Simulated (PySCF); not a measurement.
Below is a simulated gas-phase C 1s photoelectron spectrum of `CO[C@@H]1[SiH2][C@@H]1F`.

Every computed line was given a Gaussian of 0.4 eV full width at half maximum and an area set by the number of equivalent atoms; the highest printed point is 100. Method: delta-SCF UKS SCAN, pcX-2 on the ionised atom, pcseg-1 elsewhere, spin-free X2C in PySCF.

(binding energy (eV), intensity): (291.0, 0), (291.1, 1), (291.2, 6), (291.3, 18), (291.4, 38), (291.5, 59), (291.6, 67), (291.7, 63), (291.8, 63), (291.9, 76), (292.0, 92), (292.1, 100), (292.2, 92), (292.3, 69), (292.4, 40), (292.5, 18), (292.6, 6), (292.7, 1), (292.8, 0)

Task: Count the maxima, the lines and the sites behind this envelope.

Result: The curve has 2 maxima (at 291.6 and 292.1 eV). Under it lie 3 lines from 3 inequivalent carbon sites. At this width some lines have no maximum of their own.

Task: Decompose the envelope and assign each component. Numbering: `[CH3:1][O:2][C@@H:3]1[SiH2:4][C@@H:5]1[F:6]`.

Result: 
| position (eV) | relative area | line | atoms | environment |
| --- | --- | --- | --- | --- |
| 291.57 | 1 | C 1s | C3 | sp3 carbon bound to oxygen |
| 291.99 | 1 | C 1s | C1 | methoxy carbon |
| 292.22 | 1 | C 1s | C5 | sp3 C–F carbon |

Task: What are the centre and the root-mean-square width of the whole band?

Result: The area-weighted mean of the lines is 291.93 eV. Their own spread about it is 0.27 eV (rms) and each Gaussian has σ = 0.4/2.355 = 0.17 eV; the variances add, which gives 0.32 eV.

The listed C 1s values span 0.65 eV, from C3 (bonded to O, C, H and Si) to C5 (bonded to F, C, H and Si).

No satellites, vibrations or lifetime broadening are included. One conformer (not necessarily the lowest) at the PBE0-D3(BJ)/def2-SVP geometry, without solvent, vibrations or thermal averaging.

On one thread of an Arm Neoverse V2, shared host with 96 logical CPUs at a one-minute load of 64, this took 47 s of wall time and 0.61 GiB of memory at its peak.

Conformer computed: `[CH3:1][O:2][C@@H:3]1[SiH2:4][C@@H:5]1[F:6]`: C1–O2–C3–Si4 151°.
